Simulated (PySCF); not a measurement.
## J couplings in C$_{3}$H$_{7}$B

Geometry:
```csv
atom,x (Å),y (Å),z (Å)
B1,-1.815,0.398,0.175
C2,-0.586,-0.275,-0.499
C3,0.694,-0.341,0.264
C4,1.889,0.029,-0.199
H5,-1.880,0.502,1.380
H6,-2.765,0.735,-0.494
H7,-0.438,0.026,-1.549
H8,-1.033,-1.302,-0.568
H9,0.617,-0.701,1.298
H10,2.017,0.401,-1.222
H11,2.784,-0.022,0.426
```

Couplings: B3LYP/pcJ-1 (spin–dipole term only in couplings to heteroatoms) in PySCF 2.14.0 with density-fitted response routines, geometry PBE0-D3(BJ)/def2-SVP; gas phase, one conformer, non-relativistic. Couplings are averaged over pairs made equivalent by symmetry, fast rotation or ring inversion, so a value needn't be that of the named pair in this geometry, while other rotamers aren't included; one pair stands for each set, and the list holds a selection of those of at least 0.8 Hz over up to four bonds.

Isotopes: $^{13}$C, $^{1}$H, $^{11}$B.

```tsv
pair	bonds	J (Hz)
B1, C2	1	49.3
B1, H5	1	?
C2, C3	1	46.4
C2, H7	1	117.6
C3, C4	1	77.3
C3, H9	1	159.9
C4, H10	1	163.5
C4, H11	1	169.2
C2, C4	2	0.9
C2, H5	2	?
C2, H9	2	?
C3, H7	2	?
C3, H10	2	?
C4, H9	2	0.8
B1, C4	3	?
B1, H9	3	3.0
C2, H10	3	8.0
C2, H11	3	12.6
C3, H5	3	?
C4, H7	3	6.5
H5, H7	3	2.7
H7, H9	3	8.6
H9, H10	3	?
H9, H11	3	11.3
B1, H10	4	-1.8
H7, H10	4	-2.1
```

Estimate the withheld couplings, with signs.

Results:


- $^{1}J$(B1,H5) = 137.4 Hz (bond length 1.211 Å)
- $^{2}J$(C2,H5) = 5.1 Hz (mean over equivalent pairs that range from 4.1 to 6.2 Hz in this conformer)
- $^{2}J$(C2,H9) = 7.0 Hz (angle at C3 116°)
- $^{2}J$(C3,H7) = -5.1 Hz (mean over equivalent pairs that range from -9.5 to -0.7 Hz in this conformer)
- $^{2}J$(C3,H10) = -1.7 Hz (angle at C4 122°)
- $^{3}J$(B1,C4) = 4.7 Hz (dihedral angle 130°)
- $^{3}J$(C3,H5) = 7.6 Hz (mean over equivalent pairs that range from 6.3 to 8.8 Hz in this conformer)
- $^{3}J$(H9,H10) = 18.0 Hz (dihedral angle 180°)
